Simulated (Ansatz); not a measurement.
Ta(F)4(NH2) (F₄H₂NTa), SMILES [NH2][Ta]([F])([F])([F])[F], multiplicity 1.

Geometry optimised at B3LYP-D3(BJ)/def2-SVP. The spin state was assumed, not searched. The structure was generated by enumeration; whether it is a known compound was not checked. The def2 effective core potentials stand for the cores of Ta; spin–orbit coupling is left out. The values are those of a single conformer.

Two levels are set side by side: PBE/def2-SVPD (Ansatz, an electronic-structure program) and CAM-B3LYP/def2-SVPD (Ansatz). Energy differences of separate SCF runs at the same geometry; the states with an electron removed or added have multiplicity 2 and 2. Differences are taken from unrounded values.

```csv
quantity,PBE
vertical ionisation energy (eV),11.15
vertical electron affinity (eV),0.16
vertical singlet–triplet gap (eV),4.98
```

Question: These are the PBE values. What does CAM-B3LYP give? (An estimate is asked for; the answer gives what the named calculation found.)

Answer: 
| quantity | CAM-B3LYP | PBE minus CAM-B3LYP |
|---|---|---|
| vertical ionisation energy (eV) | 11.47 | -0.32 |
| vertical electron affinity (eV) | 0.64 | -0.48 |
| vertical singlet–triplet gap (eV) | 4.78 | 0.20 |
